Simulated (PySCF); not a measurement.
Species: C₄H₉Cl₂NSe₂.
Numbering: `[CH3:1][C:2]([CH3:3])([CH3:4])[N:5]([Se:6][Cl:7])[Se:8][Cl:9]` (hydrogens: H10, H11, H12 on C1; H13, H14, H15 on C3; H16, H17, H18 on C4)

Geometry (PBE0-D3(BJ)/def2-SVP, Å), atoms numbered from 1 in this order:
```xyz
18
C4H9Cl2NSe2 angstrom
C     -1.3393   -2.1213    0.2301
C     -0.0961   -1.5001    0.8616
C     -0.1266   -1.6584    2.3806
C     -0.0139   -0.0098    0.5367
N      1.1078   -2.2170    0.2957
Se     1.7437   -3.7352    1.0511
Cl     3.1526   -2.9915    2.5870
Se     1.8983   -1.6719   -1.2392
Cl     3.3537   -0.1556   -0.5474
H     -2.2519   -1.6363    0.6084
H     -1.3165   -2.0045   -0.8645
H     -1.3980   -3.1950    0.4670
H      0.8019   -1.2850    2.8347
H     -0.2626   -2.7054    2.6835
H     -0.9702   -1.0769    2.7801
H     -0.0725    0.1819   -0.5432
H     -0.8581    0.5040    1.0190
H      0.9217    0.4252    0.9147
```

The calculation used PySCF, PBE0-D3(BJ)/def2-SVP geometry optimisation, gas phase.

Take the most abundant isotopes and a rigid rotor. The values belong to one conformer with, in the numbering `[CH3:1][C:2]([CH3:3])([CH3:4])[N:5]([Se:6][Cl:7])[Se:8][Cl:9]`, C2–N5–Se6–Cl7 -88°, C2–N5–Se8–Cl9 87°.

Task: What are A, B and C (MHz)?

Result: Ia = 698.07, Ib = 984.36, Ic = 1209.32 u·Å²; 505379 MHz·u·Å²/I gives A = 724.0, B = 513.4, C = 417.9 MHz.

Task: Classify the top.

Result: An asymmetric top. Ray's parameter κ = (2B − A − C)/(A − C) = -0.376; −1 is the prolate and +1 the oblate limit.

Task: What does the inertial defect say?

Result: Not planar: Δ = Ic − Ia − Ib = -473.12 u·Å². For a rigid frame Δ = −2 Σ m c², so Σ m c² = 236.56 u·Å² lies off the ab plane: 22.10 from hydrogen and 214.46 from heavier atoms. The atom farthest from that plane is 2.17 Å away.

Task: Give the other two planar moments, Paa and Pbb, and the rms extents of the mass along the axes.

Result: Paa = Σ m a² = (Ib + Ic − Ia)/2 = 747.80 and Pbb = Σ m b² = (Ia + Ic − Ib)/2 = 461.52 u·Å². With the mass M = 300.84 u, the rms extents √(P/M) along a, b and c are 1.58, 1.24, 0.89 Å.

Task: Where do the levels up to J = 3 lie, in MHz?

Result: Above 0(0,0):
J = 1: 1(0,1) 931, 1(1,1) 1142, 1(1,0) 1237
J = 2: 2(0,2) 2768, 2(1,2) 2909, 2(1,1) 3196, 2(2,1) 3827, 2(2,0) 3853
J = 3: 3(0,3) 5469, 3(1,3) 5545, 3(1,2) 6114, 3(2,2) 6621, 3(2,1) 6740, 3(3,1) 7927, 3(3,0) 7932
Those of J = 1 are B + C, A + C and A + B.

Task: Which lines would a microwave search look for?

Result: The dipole components are |μa| = 0.00 D, |μb| = 3.31 D, |μc| = 1.20 D; the mirror of this Cs structure is the bc plane, so μa vanishes by symmetry (the 0.01 D computed is a residue) and there are no a-type lines. Intensities carry the squares of the components, which stand as 1.00 : 0.13 (b : c). Some lines, for components of 0.1 D or more:

```
type  branch         J(Ka,Kc)   MHz  lower level (cm⁻¹)
   b       Q  1(1,0) ← 1(0,1)   306               0.031
   b       Q  2(1,1) ← 2(0,2)   427               0.092
   b       Q  2(2,0) ← 2(1,1)   657               0.107
   b       Q  2(2,1) ← 2(1,2)   918               0.097
   b       R  1(1,1) ← 0(0,0)  1142               0.000
   c       R  1(1,0) ← 0(0,0)  1237               0.000
   b       R  2(1,2) ← 1(0,1)  1978               0.031
   c       R  2(1,1) ← 1(0,1)  2264               0.031
   b       R  2(2,1) ← 1(1,0)  2590               0.041
   c       R  2(2,0) ← 1(1,0)  2616               0.041
   c       R  2(2,1) ← 1(1,1)  2685               0.038
   b       R  2(2,0) ← 1(1,1)  2711               0.038
```

Task: Estimate the classical rotational partition function at 10 K, 100 K and 298.15 K.

Result: Point group Cs, symmetry number σ = 1; q = (√π/σ)·√((kT/h)³/(ABC)), k/h = 20836.6 MHz/K: 13500 at 10 K, 428000 at 100 K, 2200000 at 298.15 K.

No PBE0-D3(BJ)/def2-SVP frequencies stand behind this structure, so it isn't proved a minimum. Zero-point vibration and centrifugal distortion are left out. A rigid rotor knows nothing of internal rotation, which can split or shift real lines. Quadrupole hyperfine structure (14N, 35Cl) is left out.
